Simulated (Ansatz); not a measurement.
Calculated with Ansatz (gas phase, PBE0-D4/def2-TZVP geometries, no zero-point term in ΔE). CCSD(T)/CBS adds triple-zeta CCSD(T) − MP2 to the extrapolated MP2 energy (def2 sets, frozen cores). This one scheme is used for every species. DFT in def2-TZVPP. def2 core potentials past Kr. For Sn outer-core shells are correlated without core-valence functions, which leaves a few kJ/mol of doubt a bond.

Consider the formal exchange of groups at the Sn–F bond: `[F][Sn]([F])([F])[Cl]` + SiH₄ → `[F][Sn]([F])([SiH3])[Cl]` + H–F.

| level | ΔE (kcal/mol) |
| --- | --- |
| ωB97X-V | -1.9 |
| PBE0 | -5.7 |
| LC-ωPBE | -2.1 |
| CCSD/def2-SVP | -0.3 |

What does CCSD(T)/CBS give? (An estimate is asked.)

The calculation gave: -4.1 kcal/mol. The listed levels differ from it by 2.2, -1.6, 2.0, 3.8 kcal/mol.

Largest T1 diagnostic among the species: 0.014.

From r2SCAN to r2SCAN0 (25 % exact exchange), in def2-TZVPP and without D4, ΔE moves by −1.5 kcal/mol. At CCSD(T), def2-SVP lies +3.8 kcal/mol from the extrapolated value and def2-TZVPP +1.0 kcal/mol.
